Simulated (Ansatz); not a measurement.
`O[SiH](F)[SiH2]Br` + H₂ → `O[SiH](F)[SiH3]` + HBr at 600 K and 1 bar (hydrogenolysis of the Si–Br bond).

Gas-phase electronic energies from Ansatz, PBE0-D4/def2-TZVP geometries. CBS: MP2 limit from def2 TZ/QZ plus the TZ coupled-cluster correction, frozen cores. This one scheme is used for every species. For Br outer-core shells are correlated without core-valence functions, which leaves a few kJ/mol of doubt a bond. Scalar relativity is left out up to krypton. Each species was taken in one conformer, which may not be the lowest.

| species | CCSD(T)/CBS energy (Eh) | H − E (kJ/mol) | S (J/(mol·K)) |
| --- | --- | --- | --- |
| `O[SiH](F)[SiH2]Br` | -3329.01056 | 183.4 | 476.1 |
| H₂ | -1.17544 | 43.9 | 150.8 |
| `O[SiH](F)[SiH3]` | -756.23815 | 192.9 | 428.9 |
| HBr | -2573.91920 | 33.5 | 219.1 |

H − E and S are ideal-gas, rigid-rotor, harmonic terms from PBE0-D4/def2-TZVP, for one conformer and one mirror image of each species. The MP2-based limit puts H₂ 0.8 mEh under its directly extrapolated value; such offsets cancel only in part. 1 Eh = 2625.50 kJ/mol, R = 8.31446 J/(mol·K).

Task: By hand: ΔE, ΔH, ΔS and ΔG.

Result: ΔE = (-756.23815) + (-2573.91920) − (-3329.01056) − (-1.17544) = 0.02865 Eh = 75.2 kJ/mol. Δ(H − E) = 192.9 + 33.5 − 183.4 − 43.9 = -0.9, so ΔH = 74.3 kJ/mol. ΔS = 428.9 + 219.1 − 476.1 − 150.8 = 21.1 J/(mol·K). ΔG = 74.3 − 600 × (21.1)/1000 = 61.6 kJ/mol.

Task: By hand: the equilibrium constant, and the temperature at which ΔG would vanish if ΔH and ΔS stayed fixed.

Result: log₁₀ K = −ΔG/(RT ln 10) = -5.4. ΔG = 0 at ΔH/ΔS = 3521 K, far beyond where these terms or the molecules hold.

ΔH outweighs TΔS. A doubt of 5 kJ/mol in ΔE shifts log₁₀ K by 0.4 here. Other conformers and mirror images would add mixing entropy, several J/(mol·K) or more a flexible species. Modes under 60 cm⁻¹, often nearly free rotors, make the harmonic entropy too high. These are equilibria of isolated gas molecules and say nothing of rates. Largest T1 diagnostic: 0.013 (customary marks: 0.02 for closed shells, 0.045 for open ones).
